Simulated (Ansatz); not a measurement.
Cl4Hf, SMILES [Cl][Hf+]([Cl])([Cl])[Cl] (connectivity only; charge and spin as stated), charge +1, multiplicity 2. Atoms are numbered in the order given.

```xyz
5

Hf     0.0000     0.0000     0.2357
Cl     1.9697     0.0000     1.5181
Cl     0.0000     1.9697    -1.0467
Cl     0.0000    -1.9697    -1.0467
Cl    -1.9697     0.0000     1.5181
```
Charge +1, spin multiplicity 2.

Geometry: B3LYP-D3(BJ)/def2-SVP. The spin state was assumed, not searched. The def2 effective core potentials stand for the cores of Hf; spin–orbit coupling is left out.

Two levels are set side by side: PBE-D3(BJ)/def2-SVP (Ansatz, a program for electronic structure) and B3LYP-D3(BJ)/def2-SVP (Ansatz). Each level has its own optimised geometry; the coordinates shown are those of the second. Differences are taken from unrounded values.

```csv
quantity,B3LYP-D3(BJ)
mean bond length (Å),2.350
bond Hf1–Cl2 (Å),2.350
bond Hf1–Cl3 (Å),2.350
bond Hf1–Cl4 (Å),2.350
bond Hf1–Cl5 (Å),2.350
```

**Question.** What does PBE-D3(BJ) give, and how far is it from B3LYP-D3(BJ)? (An estimate is asked for; the answer gives what the named calculation found.)

**Answer.** 
| quantity | PBE-D3(BJ) | PBE-D3(BJ) minus B3LYP-D3(BJ) |
|---|---|---|
| mean bond length (Å) | 2.351 | 0.001 |
| bond Hf1–Cl2 (Å) | 2.351 | 0.001 |
| bond Hf1–Cl3 (Å) | 2.351 | 0.001 |
| bond Hf1–Cl4 (Å) | 2.351 | 0.001 |
| bond Hf1–Cl5 (Å) | 2.351 | 0.001 |

Here PBE gives about what the other level gives.
